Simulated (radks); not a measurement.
The numbers below are computed, except where a source is named.
Initial-state core-level shifts of the calcium ion Ca+ when its valence configuration changes from [Ar] 4s1. Level of theory: scalar-relativistic Kohn-Sham, PBEsol, spin-polarised, spherical densities, finite nucleus; open shells are filled with parallel spins first; Fermi nuclear charge, rms radius 3.4776 fm (a radial shooting solver on a logarithmic mesh with Libxc functionals). Shifts are changes of the shell-averaged eigenvalues in eV (positive: less bound); the change of the density at the nucleus, which sets a Mossbauer isomer shift, is in e/bohr^3, on a base of 6175.

valence          1s      2s      3s      3p  density at nucleus
4s0.5 4p0.5  -0.637  -0.641  -0.630  -0.616             -1.4949
3d1          +3.774  +4.474  +3.986  +3.767             -3.7079
4p1          -1.278  -1.284  -1.259  -1.231             -2.9428
3d0.5 4s0.5  +2.072  +2.455  +2.156  +2.035             -1.9941
